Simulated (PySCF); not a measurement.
First SCF of a structure search on singlet [PrN2]-, at a hand-made linear geometry. PySCF input:

```python
from pyscf import gto, scf, dft
mol = gto.M(atom='''
Pr     0.000000     0.000000     0.000000
N      0.000000     0.000000     1.980000
N      0.000000     0.000000    -1.980000''',
    basis={'Pr': 'def2-TZVP', 'N': 'def2-TZVP'},
    ecp={'Pr': 'def2-TZVP'},
    charge=-1, spin=0)
mf = dft.RKS(mol, xc='PBE0')
mf.grids.atom_grid = (50, 194)
mf.grids.prune = None
aux = {'Pr': 'def2-universal-JKFIT', 'N': 'def2-universal-JKFIT'}
mf = mf.density_fit(auxbasis=aux)
mf.conv_tol = 1e-08
mf.diis_space = 10
mf.max_cycle = 60
mf.verbose = 4
# dm0: spherical densities of the free atoms in this basis, scaled to the electron count
mf.diis, mf.max_cycle = scf.ADIIS(), 15
mf.kernel(dm0)
mf.diis, mf.max_cycle = True, 60
mf.kernel(mf.make_rdm1())
```

Excerpt of the output (cycles and frontier levels); where DIIS stalls, ADIIS, DIIS with a small level shift and a second-order solver take over in turn:

```
init E= -629.530361554587
  HOMO = 0.0763563484303376  LUMO = 0.130205845654766  gap/eV = 1.46532
cycle= 1 E= -622.720321850769  delta_E= 6.81  |g|= 4.57  |ddm|= 7.81
  HOMO = -0.909390094204426  LUMO = -0.796879405842395  gap/eV = 3.06157
cycle= 2 E= -536.672024547412  delta_E=   86  |g|= 29.9  |ddm|= 10.5
cycle= 3 E= -178.189548253523  delta_E=  358  |g|=   14  |ddm|=  334
  HOMO = -0.623781749964915  LUMO = -0.504105839084731  gap/eV = 3.25655
cycle= 4 E= -571.648226159156  delta_E= -393  |g|= 22.2  |ddm|=  334
cycle= 5 E= -178.189548253519  delta_E=  393  |g|=   14  |ddm|=  334
  HOMO = -0.431516927286978  LUMO = -0.420582385297322  gap/eV = 0.29754
cycle= 6 E= -586.451017370666  delta_E= -408  |g|= 18.8  |ddm|=  334
  HOMO = -0.141266462759891  LUMO = -0.124454483434146  gap/eV = 0.45748
cycle= 7 E= -625.457828236827  delta_E=  -39  |g|= 2.26  |ddm|= 3.33
  HOMO = 0.140187276657096  LUMO = 0.208003196043113  gap/eV = 1.84537
cycle= 8 E= -621.302351700211  delta_E= 4.16  |g|= 5.03  |ddm|= 34.7
  HOMO = 0.0944617480032238  LUMO = 0.100859372633069  gap/eV = 0.17409
cycle= 9 E= -624.7107619078  delta_E= -3.41  |g|= 2.68  |ddm|= 22.9
  HOMO = 0.00666586451804285  LUMO = 0.0703160733856869  gap/eV = 1.73201
cycle= 10 E= -626.03411298038  delta_E= -1.32  |g|= 0.928  |ddm|= 12.7
  HOMO = 0.0564883250001662  LUMO = 0.116857539000338  gap/eV = 1.64273
cycle= 11 E= -625.618217297575  delta_E= 0.416  |g|= 1.85  |ddm|= 1.67
  HOMO = -0.019070149372279  LUMO = 0.06940817414039  gap/eV = 2.40762
cycle= 12 E= -626.067031497798  delta_E= -0.449  |g|= 0.967  |ddm|= 1.24
  HOMO = 0.0411921887551614  LUMO = 0.10592758511463  gap/eV = 1.76154
cycle= 13 E= -626.135684263855  delta_E= -0.0687  |g|= 0.602  |ddm|= 0.649
  HOMO = -0.0286645764901029  LUMO = 0.0927157582016597  gap/eV = 3.30293
cycle= 14 E= -626.173447220912  delta_E= -0.0378  |g|= 0.215  |ddm|= 0.545
  HOMO = 0.00399945482726381  LUMO = 0.0997749000832231  gap/eV = 2.60618
cycle= 15 E= -626.170523640988  delta_E= 0.00292  |g|= 0.262  |ddm|= 0.301
SCF not converged.
init E= -626.170523640988
  HOMO = -0.00296900327871441  LUMO = 0.0967690884899213  gap/eV = 2.71401
cycle= 1 E= -625.854334902094  delta_E= 0.316  |g|= 1.44  |ddm|= 0.685
  HOMO = -0.338671212614486  LUMO = -0.219147009770374  gap/eV = 3.25242
cycle= 2 E= -569.804782448295  delta_E=   56  |g|= 22.8  |ddm|= 4.01
cycle= 3 E= -596.026430127764  delta_E= -26.2  |g|= 16.5  |ddm|= 1.95
cycle= 4 E= -609.304162884716  delta_E= -13.3  |g|= 12.3  |ddm|= 1.42
cycle= 5 E= -619.024306524449  delta_E= -9.72  |g|=  7.9  |ddm|=  1.4
  HOMO = 0.0189370397437231  LUMO = 0.0366662257223869  gap/eV = 0.48244
cycle= 6 E= -625.237150575199  delta_E= -6.21  |g|=  2.7  |ddm|= 1.77
  HOMO = -0.00783779419333278  LUMO = 0.0766922572726614  gap/eV = 2.30018
cycle= 7 E= -626.139921317133  delta_E= -0.903  |g|= 0.578  |ddm|= 0.729
  HOMO = -0.00515944193820538  LUMO = 0.0980120364906997  gap/eV = 2.80744
cycle= 8 E= -626.176975845538  delta_E= -0.0371  |g|= 0.206  |ddm|= 0.129
  HOMO = -0.0108279128207123  LUMO = 0.0973042936596533  gap/eV = 2.94243
cycle= 9 E= -626.18396808457  delta_E= -0.00699  |g|= 0.0116  |ddm|= 0.0879
  HOMO = -0.00970339465688273  LUMO = 0.0973918516242934  gap/eV = 2.91421
cycle= 10 E= -626.184047665582  delta_E= -7.96e-05  |g|= 0.00541  |ddm|= 0.0192
  HOMO = -0.010115023075274  LUMO = 0.097180898887756  gap/eV = 2.91967
cycle= 11 E= -626.184074322459  delta_E= -2.67e-05  |g|= 0.00339  |ddm|= 0.0147
  HOMO = -0.0097684498862041  LUMO = 0.0972631099761302  gap/eV = 2.91248
cycle= 12 E= -626.184082107657  delta_E= -7.79e-06  |g|= 0.00221  |ddm|= 0.0082
  HOMO = -0.00986445550404723  LUMO = 0.0972043338965394  gap/eV = 2.91349
cycle= 13 E= -626.184083591373  delta_E= -1.48e-06  |g|= 0.000264  |ddm|= 0.00419
  HOMO = -0.00986410618100332  LUMO = 0.0972053224099749  gap/eV = 2.91351
cycle= 14 E= -626.184083620256  delta_E= -2.89e-08  |g|= 7.72e-05  |ddm|= 0.000324
  HOMO = -0.00986557240617209  LUMO = 0.0972060469114491  gap/eV = 2.91357
cycle= 15 E= -626.184083641029  delta_E= -2.08e-08  |g|= 6.64e-05  |ddm|= 0.000502
  HOMO = -0.0098658597139075  LUMO = 0.0972061606723188  gap/eV = 2.91358
cycle= 16 E= -626.184083648112  delta_E= -7.08e-09  |g|= 2.31e-05  |ddm|= 0.000331
  HOMO = -0.0098678786275959  LUMO = 0.0972054522477695  gap/eV = 2.91361
Extra cycle  E= -626.184083647414  delta_E= 6.99e-10  |g|= 9.63e-05  |ddm|= 7.47e-05
converged SCF energy = -626.184083647414
```

This is not the lowest solution: all starts ended here, but a stability analysis within the same restricted form found one 13.2 kJ/mol lower, at -626.18909 Eh.

At the minimum of this search the closed-shell solution is unstable towards spin polarisation, so a lower open-shell solution exists. The basis has no diffuse functions, which an anion would want.

The search for the lowest solution, 3 starts and the stability check together, took 78 s on 2 threads of a shared Arm Neoverse V2 host, with 155 basis functions; the process peaked at 0.71 GiB.
